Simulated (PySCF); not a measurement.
# `F[C@H]1CCO[C@H](F)C1`, C5H8F2O

Geometry:
| atom | x (Å) | y (Å) | z (Å) |
| --- | --- | --- | --- |
| F1 | 1.321 | -1.954 | -0.873 |
| C2 | 0.590 | -0.794 | -0.702 |
| C3 | -0.778 | -1.127 | -0.116 |
| C4 | -1.529 | 0.178 | 0.134 |
| O5 | -0.800 | 1.049 | 0.991 |
| C6 | 0.454 | 1.359 | 0.536 |
| F7 | 0.357 | 2.112 | -0.630 |
| C8 | 1.336 | 0.145 | 0.239 |
| H9 | 0.494 | -0.347 | -1.700 |
| H10 | -0.638 | -1.664 | 0.825 |
| H11 | -1.342 | -1.760 | -0.800 |
| H12 | -1.730 | 0.687 | -0.818 |
| H13 | -2.473 | -0.001 | 0.650 |
| H14 | 0.909 | 2.022 | 1.283 |
| H15 | 2.274 | 0.476 | -0.206 |
| H16 | 1.548 | -0.372 | 1.176 |

Method used: PySCF, TDDFT LC-wPBE/aug-cc-pVDZ circular dichroism and optical rotation, one conformer, gas phase. Geometry: GFN2-xTB.

Task: Draw the ECD and absorption spectra from the lowest 16 states, each a Gaussian of half-width 0.3 eV at 1/e height.

Result: 
```
E (eV)  λ (nm)  Δε (L mol⁻¹ cm⁻¹)  ε (L mol⁻¹ cm⁻¹)
  7.67     162              +0.15              6.63
  7.82     159              +0.61              27.6
  7.97     156              +1.55              72.6
  8.12     153              +2.49               141
  8.27     150              +3.05               292
  8.42     147              +3.99               682
  8.57     145              +5.37              1260
  8.72     142              +4.91              1620
  8.87     140              +2.08              1760
  9.02     137              -0.16              2280
  9.17     135              +0.10              3400
  9.32     133              +1.89              4810
  9.47     131              +1.14              6150
  9.62     129              -5.58              6850
```
Δε uses R in velocity form, ε uses f in length form. Only the states computed contribute, so the short-wavelength end is incomplete.
